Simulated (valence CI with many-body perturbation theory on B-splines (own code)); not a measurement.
## Pr XXXVII: key properties

Calculated by valence CI with perturbative core correlation (CI+MBPT): five valence electrons over a frozen Dirac-Fock core [Ar], a basis of 7 s, 7 p, 8 d, 6 f, 4 g, 1 h functions for each j, with the one-electron correlation potential Σ1 (screened to all orders), the two-electron term Σ2, the three-electron term Σ3, Breit, model QED; selected single and double excitations, second order for the rest, scaled by the run's own slope (own B-spline code, finite nucleus).

No measured spectrum was set against this ion. As an estimate, large intervals hold to a few tenths of a per cent, small ones and those within an open d or f shell to about a per cent. Among the levels kept, up to 650 cm⁻¹ of a level comes from second order outside the variational space, and about a tenth of that is noise between levels of different J, which matters for small intervals. Only levels of the ground parity were solved; by the run's estimate the other parity begins above the list, which can be wrong where configurations are misplaced.

Levels are named by their leading jj configuration (3d3/2^4 stands for four electrons in 3d with j = 3/2), which in mixed levels can hold well under half, so a name can repeat and another be missing.

Rates and lifetimes use the calculated energies. Strong lines usually hold to 10 to 20 %, long lifetimes can be off by a factor of two.

(1) What is the ground level?

(2) How well does LS coupling describe the low levels?

(3) What is the ionisation energy?

Answers

(1) (3d3/2^4 3d5/2) J=5/2, composition 31 % 3d⁵ ⁴P + 31 % 3d⁵ ⁶S + 16 % 3d⁵ ²D, g = 1.528.

(2) Among the lowest 20 levels the leading LS term, summed over configurations, holds 50 % on average. For single configurations the figures are 49 % in LS and 88 % in jj coupling. Terms mix most in the J = 5/2 level at 0.000 eV, where the leading one holds 31 %.

(3) 2501.1 eV; NIST lists 2501 ± 5 eV (theoretical).
